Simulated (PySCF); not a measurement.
C3H9ClSi2, SMILES C(=C/C)(/[SiH2]Cl)[SiH3].

Geometry optimised at PBE0-D3(BJ)/def2-SVP. The structure was generated by enumeration; whether it is a known compound was not checked. Other conformers were not sampled.

Level of theory: PBE/def2-TZVP (PySCF).

Computed frontier levels, gap, dipole moment and polarisability:
| Property | Value |
|---|---|
| highest occupied level | -6.77 eV |
| lowest empty level | -2.16 eV |
| orbital gap | 4.61 eV |
| dipole moment | 1.99 D |
| quadrupole, principal values (traceless, Buckingham form, about the centre of nuclear charge) | -5.72, -0.32, 6.05 D·Å |
| mean static polarisability | 105.3 bohr³ (15.60 Å³) |
| polarisability, principal values | 84.0, 110.9, 121.0 bohr³ |
